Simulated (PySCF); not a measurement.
## Computed spin Hamiltonian

Compound: C7H12N (doublet state).
Geometry (GFN2-xTB, Å), atoms numbered from 1 in this order:
```xyz
20
C7H12N angstrom
C      4.3095   -0.7854   -0.6480
C      2.9520   -0.6564   -0.1689
C      1.8155   -0.5608    0.2587
C      0.5311   -0.4534    0.7088
N     -0.3361    0.5255    0.2542
C     -1.7645    0.3035    0.2925
C     -2.4788    1.6493    0.1983
C     -2.2280   -0.6431   -0.8221
H      4.4448   -1.7297   -1.1819
H      5.0129   -0.7583    0.1870
H      4.5445    0.0343   -1.3284
H      0.1725   -1.0754    1.5133
H     -0.0122    0.9982   -0.5802
H     -1.9873   -0.1564    1.2631
H     -2.1246    2.3171    0.9796
H     -3.5515    1.5167    0.3107
H     -2.2870    2.1128   -0.7675
H     -2.0329   -0.2012   -1.7977
H     -1.6915   -1.5876   -0.7575
H     -3.2936   -0.8394   -0.7366
```

The hyperfine couplings belong to this conformer and change with its torsions.

The species is `CC#C[CH]NC(C)C` [radical].

Method used: PySCF 2.14.0, UKS B3LYP, pcH-1 on C H N, non-relativistic, mean-field spin-orbit, GIAO. Isolated species at its GFN2-xTB geometry (one conformer only). A GFN2-xTB geometry isn't a minimum of the functional, and hyperfine couplings can be far from their values at a DFT geometry. Stability of the SCF solution: not tested.

| Quantity | Value |
| --- | --- |
| g1, g2, g3 | 2.00214, 2.00272, 2.00339 |
| g_iso | 2.00275 |
| Form of g | rhombic: the two nearest values differ by 46 % of g3 − g1 |
| ⟨S²⟩ | 0.7625 (exact 0.7500) |
| α and β electrons | 31, 30 |

Isotropic coupling and dipolar principal values T1 to T3, in 10⁻⁴ cm⁻¹; ρ(0) is the spin density at the nucleus (1 × 10⁻⁴ cm⁻¹ = 2.998 MHz):

| atom | isotope | a_iso | T1 | T2 | T3 | Mulliken spin population | ρ(0) (bohr⁻³) |
| --- | --- | --- | --- | --- | --- | --- | --- |
| C1 | 13C | -5.7 | -0.3 | 0.0 | 0.3 | -0.04 | -0.0151 |
| C2 | 13C | 12.5 | -12.3 | -9.5 | 21.7 | 0.42 | 0.0334 |
| C3 | 13C | -18.6 | -5.6 | -0.4 | 6.0 | -0.20 | -0.0497 |
| C4 | 13C | 15.7 | -17.5 | -17.3 | 34.8 | 0.62 | 0.0420 |
| N5 | 14N | 6.5 | -3.8 | -3.7 | 7.5 | 0.17 | 0.0604 |
| C6 | 13C | 2.7 | -0.7 | -0.5 | 1.2 | 0.00 | 0.0072 |
| C7 | 13C | 1.0 | -0.2 | -0.2 | 0.3 | 0.00 | 0.0028 |
| C8 | 13C | 1.8 | -0.7 | -0.4 | 1.1 | 0.02 | 0.0048 |
| H9 | 1H | 20.0 | -0.8 | -0.6 | 1.5 | 0.03 | 0.0134 |
| H10 | 1H | 13.8 | -0.8 | -0.7 | 1.5 | 0.02 | 0.0093 |
| H11 | 1H | 2.3 | -0.8 | -0.7 | 1.4 | 0.00 | 0.0016 |
| H12 | 1H | -14.4 | -8.1 | -0.2 | 8.3 | -0.03 | -0.0096 |
| H13 | 1H | -2.1 | -4.0 | -1.7 | 5.7 | -0.01 | -0.0014 |
| H14 | 1H | 1.3 | -1.0 | -0.9 | 1.9 | 0.00 | 0.0009 |
| H15 | 1H | -0.1 | -0.6 | -0.5 | 1.2 | 0.00 | -0.0001 |
| H16 | 1H | -0.3 | -0.3 | -0.3 | 0.6 | 0.00 | -0.0002 |
| H17 | 1H | -0.1 | -0.5 | -0.4 | 0.9 | 0.00 | -0.0001 |
| H18 | 1H | 0.0 | -0.6 | -0.4 | 1.0 | 0.00 | 0.0000 |
| H19 | 1H | -0.6 | -1.1 | -0.4 | 1.6 | 0.00 | -0.0004 |
| H20 | 1H | 0.8 | -0.6 | -0.3 | 0.8 | 0.00 | 0.0005 |

The largest Mulliken spin populations are on C4 (+0.62), C2 (+0.42), C3 (-0.20) and N5 (+0.17). Three atoms exceed +0.15. The positive populations add up to 1.28 and the negative ones to -0.28, together 2S = 1. The angles at C4 add up to 359.7°, so it is planar; its axial dipolar tensor and the negative coupling of its proton fit spin in a p orbital normal to that plane.

Axes: g3 points within 11° of the C4–H12 bond.

Under fast tumbling the dipolar parts average out, and these isotropic splittings remain: 1 × 1H (H12, I = 1/2, 2 lines) with 1.54 mT, 3 × 1H (H9/H10/H11, I = 1/2, 4 lines) with 1.29 mT, 1 × 14N (N5, I = 1, 3 lines) with 0.70 mT, 1 × 1H (H13, I = 1/2, 2 lines) with 0.22 mT and 1 × 1H (H14, I = 1/2, 2 lines) with 0.14 mT.

Class means assume fast exchange of nuclei equivalent by connectivity; if that motion is slow, each nucleus keeps its own coupling. The three 1H nuclei of mean +36.1 MHz run from 7.0 to 59.9 MHz in the frozen geometry.

The 13C coupling of C3 (-55.9 MHz) shows only in satellite lines or after enrichment, since that isotope makes up about 1.07 % of natural carbon.

β density exceeds α density at some nuclei, such as C3 (-0.0497), C1 (-0.0151) and H12 (-0.0096), spin density in bohr⁻³. In a single determinant that takes different orbitals for the two spins, that is spin polarisation.

Hardware: one thread of an AMD EPYC 7R43, on a shared host. Cost: 1.8 min (grids of density and orbitals included), 1.1 GiB resident at most.
